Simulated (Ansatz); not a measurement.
`N[Si@H](F)[Si@@H](N)F` + CH₃SH → `CS[SiH](N)F` + `N[SiH2]F`  (cleavage of the Si–Si bond)

Calculated with Ansatz (gas phase, PBE0-D4/def2-TZVP geometries, no zero-point term in ΔE). CCSD(T)/CBS adds triple-zeta CCSD(T) − MP2 to the extrapolated MP2 energy (def2 sets, frozen cores). This one scheme is used for every species. DFT in def2-TZVPP. B3LYP here is the variant with VWN-RPA as its local correlation; programs differ in this. Each species was taken in one conformer, which may not be the lowest.

CCSD(T)/CBS gives -21.0 kcal/mol.

Problem. Another level gave -19.3 kcal/mol. Which?
A. PBE-D4/def2-TZVPP
B. r2SCAN/def2-TZVPP
C. B3LYP-D4/def2-TZVPP
D. HF/def2-TZVPP

Solution. C. B3LYP-D4 -19.3, r2SCAN -20.7, HF/def2-TZVPP -22.1, PBE-D4 -17.4 kcal/mol.

Largest T1 diagnostic among the species: 0.012.

From PBE to PBE0 (25 % exact exchange), in def2-TZVPP and without D4, ΔE moves by −1.5 kcal/mol.
